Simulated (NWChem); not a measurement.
# Correlation energy of borohydride (H$_{4}$B (-1))

```xyz
5

B      0.0000     0.0000     0.0000
H      0.0000     1.0278     0.7267
H      0.0000    -1.0278     0.7267
H      1.0278     0.0000    -0.7267
H     -1.0278     0.0000    -0.7267
```
Charge -1, spin multiplicity 1.

Everything below was run with NWChem. The geometry was optimised at PBE/def2-SVP, a minimum by its harmonic frequencies.

Basis set: aug-cc-pVTZ. Each correlation energy counts from its own Hartree-Fock reference.

The correlated methods keep 1 core orbital frozen. The anion's geometry comes from a basis without diffuse functions. Coupled-cluster values serve here as a point of comparison, not as the truth.

Q: For the correlation energy, SCS-MP2 gives -181.2 mHa and CR-CCSD(T) gives -197.9 mHa. What do MP2, CCSD(T), CCSD+T(CCSD) give?

A: MP2: -168.6 mHa; CCSD(T): -198.7 mHa; CCSD+T(CCSD): -198.9 mHa.
